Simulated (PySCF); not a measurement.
Computed shifts of a molecule Cl2H4OSi2, PBE/pcSseg-1 run with PySCF, GIAO, gas phase, equivalent atoms averaged, in ppm (number of nuclei): ²⁹Si: -13.2 (1), -35.2 (1). ¹H: 6.07 (1), 5.45 (3). References: ²⁹Si against TMS (σ = 335.4 ppm); ¹⁷O against H2O (σ = 334.3 ppm); ³⁵Cl against HCl (σ = 936.5 ppm); ¹H against TMS (σ = 31.49 ppm), references at their B3LYP-D3(BJ)/def2-TZVP geometries, non-relativistic (without spin–orbit terms, shifts of atoms bonded to Cl or Br come out too high). Geometry optimised at ωB97X-D3(BJ)/def2-SVP. The values are those of a single conformer.

Question: Which structure fits?
A) [SiH3]O[SiH](Cl)Cl
B) O[Si@@H](Cl)[SiH2]Cl
C) O[SiH2][SiH](Cl)Cl
D) Cl[SiH2]O[SiH2]Cl

Answer: A, [SiH3]O[SiH](Cl)Cl
